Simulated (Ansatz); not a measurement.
Consider the formal exchange of groups at a C–O bond: `CO[SiH](C)N` + `CC(C)C(C)C` → `CCC(C)C(C)C` + `C[SiH](N)O`.

Program: Ansatz. Geometries: PBE0-D4/def2-TZVP. ΔE: electronic, gas phase. CBS: MP2 limit from def2 TZ/QZ plus the TZ coupled-cluster correction, frozen cores. One conformer a species, not always the lowest.

```tsv
species	CCSD(T)/CBS(def2) energy (Eh)
`CO[SiH](C)N`	-500.56049
`CC(C)C(C)C`	-236.76554
`CCC(C)C(C)C`	-276.02551
`C[SiH](N)O`	-461.32134
```

Work out ΔE.

ΔE = (-276.02551) + (-461.32134) − (-500.56049) − (-236.76554) = -0.02082 Eh = -54.7 kJ/mol.

Largest T1 diagnostic among the species: 0.010.

In def2-TZVPP, CCSD(T) changes the Hartree–Fock value by −13.1 kJ/mol (the triples alone add −1.0 kJ/mol) and MP2 by −18.1 kJ/mol.
